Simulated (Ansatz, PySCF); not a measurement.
System: BPH$_{3}$, net charge 0, doublet state. SMILES: B[PH]
Structure (B3LYP-D3(BJ)/def2-TZVP (Ansatz, a quantum-chemistry and plane-wave program) minimum search):
```
B
H 1 1.1911
H 1 1.1923 2 119.35
P 1 1.8822 2 120.50 3 -174.07
H 4 1.4238 1 96.61 2 -142.94
```
Charge 0, spin multiplicity 2.

Unscaled harmonic wavenumbers (cm⁻¹) in rising order, each level at the stationary point that it reaches from this structure (no distance between atoms moves by over 0.3 Å); the order of modes can differ between levels, and a negative number is imaginary. B3LYP-D3(BJ)/def2-TZVP (PySCF, at the structure above): 375, 574, 643, 732, 950, 1169, 2354, 2578, 2663.

HF/3-21G (Ansatz): 264, 602, 649, 816, 1023, 1274, 2339, 2735, 2835. Zero-point energy 17.9 against 17.2 kcal/mol; where all levels lie over 400 cm⁻¹, the wavenumbers are on average 1.057 times those of B3LYP-D3(BJ)/def2-TZVP.

HF/6-31G* (Ansatz): 226, 655, 695, 856, 1037, 1305, 2564, 2730, 2816. Zero-point energy 18.4 against 17.2 kcal/mol; where all levels lie over 400 cm⁻¹, the wavenumbers are on average 1.101 times those of B3LYP-D3(BJ)/def2-TZVP.

B3LYP/6-31G* (Ansatz): 357, 584, 649, 736, 959, 1190, 2365, 2613, 2701. Zero-point energy 17.4 against 17.2 kcal/mol; where all levels lie over 400 cm⁻¹, the wavenumbers are on average 1.011 times those of B3LYP-D3(BJ)/def2-TZVP.
